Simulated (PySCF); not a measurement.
Species: C6H14P (charge +1).
SMILES with atom numbers: `[CH3:1][CH2:2][C@@H:3]1[CH2:4][P@@H+:5]1[CH2:6][CH3:7]` (hydrogens: H8, H9, H10 on C1; H11, H12 on C2; H13 on C3; H14, H15 on C4; H16 on P5; H17, H18 on C6; H19, H20, H21 on C7)

All values: PBE0/def2-SVPD (PySCF, non-relativistic), on one gas-phase PBE0-D3(BJ)/def2-SVP geometry that isn't relaxed in the solvent. The solvent is an IEF-PCM continuum (Bondi radii, 1.10 Å for H, scaled by 1.2), and excitations are vertical TDDFT with non-equilibrium linear response and a frozen core. Only the electrostatic response of the medium enters.

Gas-phase singlets (H = HOMO, L = LUMO):

| state | E (eV) | λ (nm) | f | leading configuration |
| --- | --- | --- | --- | --- |
| S1 | 7.296 | 170 | 0.160 | H→L 84% |
| S2 | 7.561 | 164 | 0.034 | H-1→L 69% |
| S3 | 7.671 | 162 | 0.012 | H→L+2 62% |
| S4 | 7.808 | 159 | 0.008 | H→L+1 60% |
| S5 | 7.864 | 158 | 0.006 | H-2→L 72% |

Task: Give the list for acetone (ε = 20.49), n² = 1.85.

Result: 
```csv
state,E (eV),λ (nm),f,leading configuration,change by rank (eV)
S1,7.360,168,0.263,H→L 90%,+0.064
S2,7.666,162,0.023,H→L+1 86%,+0.105
S3,7.750,160,0.028,H-1→L 77%,+0.079
S4,7.931,156,0.007,H→L+2 77%,+0.123
S5,8.219,151,0.025,H→L+3 50%,+0.355
```

Task: The ground-state energy changes by -2.246 eV from gas to acetone. By how much does the total energy of gas-phase S1 change?

Result: E(S1) = E(S0) + excitation energy, so it changes by -2.246 + 0.064 = -2.182 eV: it is lowered less than the ground state, which is what a blue shift means. This is the vertical state, with the slow part of the continuum still set for S0.

Task: How do the frontier levels move from gas to acetone?

Result: 
| orbital | gas (eV) | solvent (eV) | change (eV) | Löwdin shares, gas | Löwdin shares, solvent |
| --- | --- | --- | --- | --- | --- |
| LUMO+2 | -3.90 | 0.28 | +4.18 | P5 28 %, C6 13 %, C4 10 %, C3 8 % | H16 32 %, P5 26 %, C6 10 %, C4 8 % |
| LUMO+1 | -4.01 | 0.22 | +4.23 | H16 34 %, P5 29 %, C6 9 %, C4 8 % | P5 22 %, C6 10 %, C4 10 %, C3 9 % |
| LUMO | -4.79 | -0.55 | +4.24 | P5 36 %, C3 17 %, C4 12 %, H16 9 % | P5 34 %, C3 16 %, C4 12 %, H16 9 % |
| HOMO | -13.01 | -8.85 | +4.16 | P5 26 %, C3 17 %, C2 14 %, C4 10 % | P5 30 %, C3 20 %, C4 12 %, C2 10 % |
| HOMO-1 | -13.66 | -9.67 | +3.99 | C1 20 %, C4 18 %, C3 13 %, C2 11 % | C4 25 %, C3 17 %, C1 12 %, P5 10 % |
| HOMO-2 | -13.80 | -9.98 | +3.82 | C1 26 %, C2 18 %, H8 14 %, H11 10 % | C1 23 %, C2 21 %, H8 13 %, H11 12 % |
| HOMO-3 | -14.00 | -10.19 | +3.81 | C1 28 %, C2 13 %, H9 12 %, H10 9 % | C1 25 %, C2 15 %, H9 11 %, C3 10 % |

The HOMO–LUMO gap goes from 8.21 to 8.31 eV. Rows go by rank; for HOMO-2, HOMO-1, LUMO+1 and LUMO+2 the atom shares or the degeneracy differ between the runs, so the row needn't follow one orbital.

Conformer computed: `[CH3:1][CH2:2][C@@H:3]1[CH2:4][P@@H+:5]1[CH2:6][CH3:7]`: C1–C2–C3–C4 160°, C4–P5–C6–C7 -157°.
